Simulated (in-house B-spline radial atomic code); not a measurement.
A run on neutral carbon (an excited or competing configuration) that did not converge. Method: non-relativistic SCAN, spin-polarised, spherical fractional occupations, point nucleus; computed with a B-spline radial code for spherical atoms.

Command:
```bash
python run_scf.py task.json out
```
Settings:
```
Z                6
configuration    [He] 2s2 2p1 3s1
hamiltonian      nr
method           scan,scan
spin_polarised   True
```

First and last ten iterations of the last attempt (damped for 15 steps, keeping 80 % of the old Fock matrix, then DIIS):
```
 iter        energy (Eh)    residual
    1         -37.521406    1.75e-02
    2         -37.522699    9.22e-04
    3         -37.522707    7.68e-04
    4         -37.522712    6.39e-04
    5         -37.522716    5.31e-04
    6         -37.522718    4.41e-04
    7         -37.522719    3.66e-04
    8         -37.522720    3.04e-04
    9         -37.522721    2.52e-04
   10         -37.522722    2.22e-04
  111         -37.522723    1.46e-05
  112         -37.522723    8.22e-06
  113         -37.522723    1.46e-05
  114         -37.522723    1.46e-05
  115         -37.522723    1.46e-05
  116         -37.522723    1.46e-05
  117         -37.522723    8.21e-06
  118         -37.522723    8.22e-06
  119         -37.522723    8.22e-06
  120         -37.522723    8.22e-06
 not converged after 120 iterations
```

The smallest residual met was 7.2e-06; the threshold is about 1e-07. Over the last five steps the energy moves by less than 1e-08 hartree, but the orbitals didn't meet the threshold. Cost of the run: 1.5 s on 1 thread of Arm Neoverse N1 (shared host).
